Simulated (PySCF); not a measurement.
Hf(F)4 anion (F4Hf), SMILES [F][Hf]([F])([F])[F] (connectivity only; charge and spin as stated), charge -1, multiplicity 2. Atoms are numbered in the order given.

```xyz
5

Hf     0.0000     0.0000     0.0000
F      1.3506    -1.3506    -0.5380
F      1.3506     1.3506     0.5380
F     -1.3506    -1.3506     0.5380
F     -1.3506     1.3506    -0.5380
```
Charge -1, spin multiplicity 2.

Coordinates come from a PBE0-D3(BJ)/def2-SVPD optimisation. The spin state was assumed, not searched. The isomer is the one that the SMILES or the coordinates give; other isomers of the formula were not compared. The def2 effective core potentials stand for the cores of Hf; spin–orbit coupling is left out.

Calculation: PBE0-D3(BJ)/def2-SVPD run with PySCF.

Frequencies are harmonic and unscaled.

Modes within 1.5 cm⁻¹ of each other (mostly degenerate sets) share a row, with their intensities summed.

| mode | ν (cm⁻¹) | IR (km/mol) | moving atoms (share of kinetic energy) |
|---|---|---|---|
| 1 | 78 | 0.2 | F 74 %, Hf 26 % |
| 2 | 109 | 0.0 | F 100 % |
| 3–4 | 147 | 41.4 | F 87 %, Hf 13 % |
| 5 | 203 | 0.0 | F 100 % |
| 6–8 | 536 | 438.6 | F 96 % |
| 9 | 570 | 0.0 | F 100 % |
